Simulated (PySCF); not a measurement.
IRb, singlet, geometry from GFN2-xTB (such geometries of metal compounds can be far from the true shape) (core potentials on I, Rb); PySCF with PBE/def2-SVP.

Here is a job for PySCF.
```python
from pyscf import gto, scf, dft

mol = gto.M(
    atom='''
Rb   -0.00000000   -0.00000000   -1.91534858
I     0.00000000    0.00000000    1.33713014
''',
    basis='def2-svp',
    ecp={'I': 'def2-svp', 'Rb': 'def2-svp'},
    verbose=5,
)

mf = dft.RKS(mol)
mf.xc = 'pbe'
mf.kernel()
mf.analyze()
```

The log (banner, timings and long lists left out):

```
PySCF version 2.14.0

[INPUT] verbose = 5
[INPUT] max_memory = 4000
[INPUT] num. atoms = 2
[INPUT] num. electrons = 34
[INPUT] charge = 0
[INPUT] spin (= nelec alpha-beta = 2S) = 0
[INPUT] symmetry False subgroup None
[INPUT] Mole.unit = angstrom
[INPUT] Symbol           X                Y                Z      unit          X                Y                Z       unit  Magmom
[...]
[INPUT] ---------------- BASIS SET ----------------
[INPUT] l, kappa, [nprim/nctr], expnt,             c_1 c_2 ...
[INPUT] I
[...]
                                23.336842412      -0.14989397324
                                19.583446104      0.36436474913
                                8.5112089186      -0.75538138199
                                2.1996161861      0.82816359356
                                1.0668970454      0.4216104811
[...]
                                1.7625986449      0.35271525193
[...]
                                10.558754576      -0.3837037278
                                1.5015895485      0.83554174719
                                0.64597173095     0.16787259488
[...]
                                15.616239482      -0.0050768108881
                                4.5266002139      0.29151065356
                                2.0529808766      0.51145783605
                                0.87640281623     0.31232025297
[...]
[INPUT] Rb
[...]
                                2.944242842       -0.67740090428
                                0.58171262989     0.45712389487
[...]
                                3.4120149646      -0.17337025646
                                0.76899021792     0.43339683188
                                0.33088071786     0.55354332721
[...]
nuclear repulsion = 36.6074255074603
number of shells = 20
number of NR pGTOs = 96
number of NR cGTOs = 50
basis = def2-svp
ecp = {'I': 'def2-svp', 'Rb': 'def2-svp'}

******** <class 'pyscf.dft.rks.RKS'> ********
method = RKS
initial guess = minao
damping factor = 0
level_shift factor = 0
DIIS = <class 'pyscf.scf.diis.CDIIS'>
diis_start_cycle = 1
diis_space = 8
diis_damp = 0
SCF conv_tol = 1e-09
SCF conv_tol_grad = None
SCF max_cycles = 50
direct_scf = True
direct_scf_tol = 1e-13
XC library pyscf.dft.libxc version 7.1.2
    S. Lehtola, C. Steigemann, M. J. T. Oliveira, and M. A. L. Marques,  SoftwareX 7, 1–5 (2018)
XC functionals = pbe
    J. P. Perdew, K. Burke, and M. Ernzerhof,  Phys. Rev. Lett. 77, 3865 (1996)
    J. P. Perdew, K. Burke, and M. Ernzerhof,  Phys. Rev. Lett. 78, 1396 (1997)
    J. P. Perdew, K. Burke, and M. Ernzerhof,  Phys. Rev. Lett. 77, 3865 (1996)
    J. P. Perdew, K. Burke, and M. Ernzerhof,  Phys. Rev. Lett. 78, 1396 (1997)
radial grids:
    Treutler-Ahlrichs [JCP 102, 346 (1995); DOI:10.1063/1.469408] (M4) radial grids

becke partition: Becke, JCP 88, 2547 (1988); DOI:10.1063/1.454033
pruning grids: <function nwchem_prune>
grids dens level: 3
symmetrized grids: False
atomic radii adjust function: <function treutler_atomic_radii_adjust>
small_rho_cutoff = 0
Set gradient conv threshold to 3.16228e-05
Initial guess from minao.
Density of valence part of ANO basis will be used as initial guess for Rb
Density of valence part of ANO basis will be used as initial guess for I
atom Rb rad-grids = 95, ang-grids = [ 50  50  50  50  50  50  50  50  50  50  50  50  50  50  50  50  50  50
  50  50  50  50  50  50  50  50  50  50  50  86  86  86  86  86  86  86
  86  86  86  86  86  86  86  86  86  86 350 350 350 350 350 350 350 350
 350 350 350 434 434 434 434 434 434 434 434 434 434 434 434 434 434 434
 434 434 434 434 434 434 434 350 350 350 350 350 350 350 350 350 350 350
 350 350 350 350 350]
atom I rad-grids = 95, ang-grids = [ 50  50  50  50  50  50  50  50  50  50  50  50  50  50  50  50  50  50
  50  50  50  50  50  50  50  50  50  50  50  50  86  86  86  86  86  86
  86  86  86  86  86  86  86  86  86  86 350 350 350 350 350 350 350 350
 350 350 350 434 434 434 434 434 434 434 434 434 434 434 434 434 434 434
[...]
converged SCF energy = -321.860022001075
Total Energy =                        -321.860022001074924
[...]
1 I 4dyz        -0.00000  -0.00000   0.00000   0.00826   0.18222
1 I 4dz^2        0.00000  -0.02567  -0.22286   0.00000  -0.00000
1 I 4dxz        -0.34857  -0.00000   0.00000  -0.00000  -0.00000
1 I 4dx2-y2      0.00000   0.00000  -0.00000   0.00000   0.00000
1 I 5dxy        -0.00000  -0.61481   0.07082  -0.00000  -0.00000
1 I 5dyz         0.00000   0.00000  -0.00000  -0.03742  -0.59422
1 I 5dz^2       -0.00000   0.07082   0.61481  -0.00000   0.00000
1 I 5dxz         0.93487   0.00000  -0.00000   0.00000   0.00000
1 I 5dx2-y2      0.00000   0.00000  -0.00000  -0.00000  -0.00000
               #46       #47       #48       #49       #50
0 Rb 4s         -0.00000   0.00000   0.02185   0.24357  -0.00017
0 Rb 5s          0.00000   0.00000  -0.02227   0.05066   0.01309
0 Rb 6s          0.00000   0.00000   0.03123   0.00154   0.00405
0 Rb 7s          0.00000  -0.00000  -0.00278  -0.49725  -0.00239
0 Rb 8s          0.00000  -0.00000  -0.02303  -0.83034   0.00020
0 Rb 4px         0.00000   0.00000   0.01288  -0.00030   0.00106
0 Rb 4py        -0.00002   0.00023  -0.00000  -0.00000   0.00000
0 Rb 4pz         0.00023   0.00002  -0.00000  -0.00000   0.00000
0 Rb 5px         0.00000  -0.00000  -0.02970  -0.00055  -0.01386
0 Rb 5py        -0.00071   0.01001   0.00000  -0.00000   0.00000
0 Rb 5pz         0.01001   0.00071   0.00000   0.00000   0.00000
0 Rb 6px        -0.00000   0.00000  -0.03884  -0.00673   0.06467
0 Rb 6py        -0.00227   0.03196  -0.00000  -0.00000  -0.00000
0 Rb 6pz         0.03196   0.00227   0.00000  -0.00000  -0.00000
0 Rb 4dxy        0.03663   0.00260  -0.00000   0.00000   0.00000
0 Rb 4dyz       -0.00000   0.00000   0.01468  -0.00286   0.03114
0 Rb 4dz^2      -0.00260   0.03663   0.00000  -0.00000  -0.00000
0 Rb 4dxz       -0.00000   0.00000   0.00000   0.00000   0.00000
0 Rb 4dx2-y2     0.00000  -0.00000  -0.00000   0.00000   0.00000
0 Rb 5dxy       -0.05058  -0.00359  -0.00000  -0.00000  -0.00000
0 Rb 5dyz        0.00000   0.00000  -0.00088  -0.00509   0.03608
0 Rb 5dz^2       0.00359  -0.05058  -0.00000   0.00000  -0.00000
0 Rb 5dxz        0.00000  -0.00000   0.00000   0.00000   0.00000
0 Rb 5dx2-y2    -0.00000  -0.00000   0.00000  -0.00000  -0.00000
1 I 4s           0.00000  -0.00000   0.00152  -0.00040   0.32714
1 I 5s          -0.00000  -0.00000   0.00408  -0.00123   0.11332
1 I 6s           0.00000   0.00000   0.01589   0.00453   0.45377
1 I 7s          -0.00000  -0.00000  -0.00479  -0.00284   0.81664
1 I 4px         -0.00000   0.00000   0.98723  -0.02654  -0.00143
1 I 4py          0.06188  -0.87292   0.00000   0.00000  -0.00000
1 I 4pz         -0.87292  -0.06188  -0.00000  -0.00000  -0.00000
1 I 5px          0.00000  -0.00000  -0.13250  -0.00266   0.00018
1 I 5py         -0.03069   0.43298  -0.00000  -0.00000   0.00000
1 I 5pz          0.43298   0.03069   0.00000   0.00000   0.00000
1 I 6px         -0.00000  -0.00000  -0.04168  -0.01103   0.01537
1 I 6py          0.00919  -0.12967   0.00000   0.00000  -0.00000
1 I 6pz         -0.12967  -0.00919  -0.00000  -0.00000  -0.00000
1 I 7px         -0.00000   0.00000   0.01915   0.02048  -0.01489
1 I 7py         -0.01091   0.15390  -0.00000  -0.00000  -0.00000
1 I 7pz          0.15390   0.01091   0.00000   0.00000   0.00000
1 I 4dxy         0.00012   0.00001   0.00000  -0.00000  -0.00000
1 I 4dyz         0.00000   0.00000  -0.00051  -0.00062   0.00003
1 I 4dz^2       -0.00001   0.00012  -0.00000  -0.00000  -0.00000
1 I 4dxz        -0.00000  -0.00000  -0.00000   0.00000  -0.00000
1 I 4dx2-y2     -0.00000  -0.00000   0.00000  -0.00000   0.00000
1 I 5dxy         0.00236   0.00017   0.00000   0.00000  -0.00000
1 I 5dyz         0.00000  -0.00000   0.01258  -0.00488  -0.00585
1 I 5dz^2        0.00017  -0.00236   0.00000  -0.00000  -0.00000
1 I 5dxz        -0.00000  -0.00000  -0.00000   0.00000  -0.00000
1 I 5dx2-y2     -0.00000   0.00000  -0.00000  -0.00000   0.00000
Dipole moment(X, Y, Z, Debye): -0.00000,  0.00000, -11.33756
```
